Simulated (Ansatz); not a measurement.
Input (CCSDTQ/cc-pV(D+d)Z; Ansatz, a first-principles code): A basis named .json is the Basis Set Exchange file of that set.

Ansatz 0.2 input:
```yaml
crystal:
  periodic: [false, false, false]
  atoms:
    - {symbol: C, position_ang: [-1.04781678, 0.10932316, -0.37262438]}
    - {symbol: Si, position_ang: [0.55917468, -0.05617443, 0.25288184]}
    - {symbol: H, position_ang: [-1.75364356, -0.72226433, -0.31024504]}
    - {symbol: H, position_ang: [-1.53931020, 1.08500379, -0.38271969]}
    - {symbol: H, position_ang: [1.75140889, -0.23223635, -0.61163467]}
basis:
  gaussian:
    orbitals: cc-pV_D+d_Z.json
total_charge: 1
magnetization: {spin_polarized: false}
correlation: {method: ccsdtq, electrons: outside_noble_gas}
```

Output:

```
Functional definition: HF
integrals: 0.03 GiB planned
998 factors; integrals over basis functions are off by at most 2.1e-7 eV
mean field: 0.12 GiB planned
mean field evaluation 1: about -8921.5195 eV, gradient 4.9e1 eV
mean field evaluation 2: about -8921.5206 eV, gradient 4.9e1 eV
mean field evaluation 4: about -8929.3876 eV, gradient 4.5e0 eV
mean field evaluation 8: about -8929.6347 eV, gradient 7.6e-2 eV
mean field evaluation 16: about -8929.3869 eV, gradient 4.5e0 eV
mean field evaluation 32: about -8929.6346 eV, gradient 9.9e-7 eV
mean field -8929.63455137 eV, -328.1580170393 hartree, gradient 9.9e-7 eV, S^2 0.000000; 2 other end points of the search recorded, 0 dependent functions left out; unrestricted orbitals would lower it
6 core orbitals not correlated
reference -8929.63455137 eV, -328.1580170393 hartree; 5, 5 occupied and 41, 41 virtual orbitals, 998 factors
second order -5.67605286 eV of doubles, -0.00000000 eV of singles
coupled cluster: 3.77 GiB planned
cycle   1  -6.25246542 eV  change   -5.8e-1 eV  update   1.1e-1
cycle   2  -6.70036781 eV  change   -4.5e-1 eV  update   6.3e-2
cycle   3  -7.06986615 eV  change   -3.7e-1 eV  update   4.0e-2
cycle   4  -7.03553642 eV  change    3.4e-2 eV  update   1.4e-2
cycle   5  -7.05903046 eV  change   -2.3e-2 eV  update   7.6e-3
cycle   6  -7.06341191 eV  change   -4.4e-3 eV  update   2.8e-3
cycle   7  -7.06028157 eV  change    3.1e-3 eV  update   1.6e-3
cycle   8  -7.05909449 eV  change    1.2e-3 eV  update   7.3e-4
cycle   9  -7.06044599 eV  change   -1.4e-3 eV  update   3.5e-4
cycle  10  -7.06052100 eV  change   -7.5e-5 eV  update   1.6e-4
cycle  11  -7.06044035 eV  change    8.1e-5 eV  update   8.3e-5
cycle  12  -7.06054718 eV  change   -1.1e-4 eV  update   4.0e-5
cycle  13  -7.06051141 eV  change    3.6e-5 eV  update   1.8e-5
cycle  14  -7.06053459 eV  change   -2.3e-5 eV  update   9.8e-6
cycle  15  -7.06053482 eV  change   -2.3e-7 eV  update   3.5e-6
cycle  16  -7.06053434 eV  change    4.7e-7 eV  update   1.8e-6
cycle  17  -7.06053457 eV  change   -2.3e-7 eV  update   1.1e-6
cycle  18  -7.06053496 eV  change   -3.9e-7 eV  update   6.1e-7
cycle  19  -7.06053578 eV  change   -8.2e-7 eV  update   3.3e-7
cycle  20  -7.06053601 eV  change   -2.3e-7 eV  update   1.4e-7
coupled cluster: 3.77 GiB planned
Total energy: -8936.69508738 eV, -328.4174869517 hartree
```

A triplet may lie lower; no result for it is given here.
